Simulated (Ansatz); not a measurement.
Ansatz results at the PBE0-D4/def2-TZVP geometry: size of the dipole moment (ωB97M-V/def2-TZVPP) 3.31 D; size of the dipole moment (PBE/def2-TZVPP) 2.99 D; zero-point energy (PBE0-D4/def2-TZVP) 8.8 kJ/mol.

Problem. Which molecule gave them?
A. `[CH3][Al][SH]`•
B. `[F][Sb][F]`•
C. `[Cl][GaH]`•
D. `[Cl][SnH2]`•

Solution. B. The others give `[CH3][Al][SH]`•: 1.46, 1.16, 116.6; `[Cl][GaH]`•: 2.02, 1.77, 16.0; `[Cl][SnH2]`•: 2.50, 2.22, 34.6.
